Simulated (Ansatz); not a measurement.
Two isomers of C3H8BNSi: A = `BC1=NC([SiH3])C1`, B = `BC(=C)N1C[SiH2]1`.

Computed with Ansatz on PBE0-D4/def2-TZVP structures; ΔE is electronic, products minus reactants. CCSD(T)/CBS is the MP2 limit (def2-TZVPP, def2-QZVPP) plus CCSD(T) − MP2 in def2-TZVPP, frozen cores. DFT in def2-TZVPP. B3LYP here is the variant with VWN-RPA as its local correlation; programs differ in this. Each species was taken in one conformer, which may not be the lowest.

A:

Z-matrix (Å, degrees):
```
C
Si 1 1.889
C 1 1.547 2 116.5
N 1 1.472 2 112.3 3 -100.4
H 1 1.096 2 109.0 3 134.5
H 2 1.488 1 108.7 3 -74.3
H 2 1.486 1 108.6 3 44.5
H 2 1.484 1 110.7 3 165.4
C 3 1.508 1 81.7 2 -112.4
H 3 1.092 1 115.1 2 133.5
H 3 1.093 1 117.6 2 3.4
B 9 1.543 3 137.4 1 177.3
H 12 1.195 9 120.7 3 -2.3
H 12 1.193 9 118.4 3 177.6
```

B:

Z-matrix (Å, degrees):
```
C
N 1 1.468
Si 1 1.845 2 60.4
H 1 1.092 2 116.2 3 -109.3
H 1 1.090 2 115.9 3 114.4
C 2 1.381 1 128.6 3 152.1
H 3 1.480 1 123.9 2 100.1
H 3 1.482 1 119.3 2 -104.9
C 6 1.352 2 121.5 1 -161.5
B 6 1.541 2 121.1 1 21.0
H 9 1.087 6 122.5 2 1.2
H 9 1.081 6 119.8 2 -178.2
H 10 1.197 6 121.7 2 -0.1
H 10 1.194 6 118.4 2 179.9
```

Problem. Which is lower in electronic energy at CCSD(T)/CBS, and by how much? (Best estimate.)

Solution. Ansatz gave: B, by 17.1 kJ/mol.

Problem. Give E(B) − E(A) in kJ/mol with PBE-D4, B3LYP-D4, HF/def2-TZVPP, r2SCAN-D4, B2PLYP, ωB97M-V, MP2/def2-TZVPP. (An estimate is asked.)

Solution. Ansatz gave: PBE-D4 -25.5, B3LYP-D4 -29.0, HF/def2-TZVPP -9.5, r2SCAN-D4 -30.5, B2PLYP -23.5, ωB97M-V -19.1, MP2/def2-TZVPP -17.9. None reverses the order clearly.

Largest T1 diagnostic: 0.013.
